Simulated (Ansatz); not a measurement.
## What a proton shuttle does

SiNH₅ ([NH2][SiH3]) + H₂O → SiNH₅O ([NH2][SiH2][OH]) + H₂ (links in brackets), a four-centre ligand exchange, has a barrier of 33.93 kcal/mol above its start structure and a step energy of -20.26 kcal/mol. One H₂O is now added to the ring of the saddle, taking the hydrogen and handing on one of its own. Gas-phase electronic energies, without zero-point energy, by CCSD(T) at an estimated basis limit (MP2 extrapolated from triple and quadruple zeta, plus CCSD(T) − MP2 in triple zeta); Ansatz 0.2.0, def2-TZVPP and QZVPP, frozen cores, on PBE0-D4/def2-TZVP structures. Extrapolation: Hartree–Fock as exp(−7.88 √X), correlation as X^−2.97. Each barrier counts from its own start structure, which holds all the molecules, is reached by relaxing down from the saddle and may not be the deepest complex; no counterpoise correction.

(1) What are the barrier and the step energy with the shuttle? (Judge from chemistry; the value comes from the calculation.)

No T1 diagnostic of these runs exceeds 0.012.

For scale, one of the runs: CCSD(T)/def2-TZVPP, 261 basis functions, launched by `ansatz run in.yaml --threads 8 --pin off --events-out ev --progress --plain --max-ram 19148MiB`. Time: 73 s of wall clock on 8 CPU threads of an Arm Neoverse V2; the host was shared. Peak host memory: 6.4 GiB.

Answers

(1) Computed: Barrier 27.85 kcal/mol, 6.07 kcal/mol lower than without; step energy -20.45 kcal/mol, both from the start structure. Counted from all the molecules apart, the saddle lies at 19.95 kcal/mol with the shuttle and at 32.21 kcal/mol without; the start well goes from -1.72 to -7.90 kcal/mol. At the saddle the angle at each passing proton is O–H···H 135° without the shuttle, against O–H···O 156° and O–H···H 159° with it. Bringing in the extra molecule costs entropy, which these electronic energies leave out.
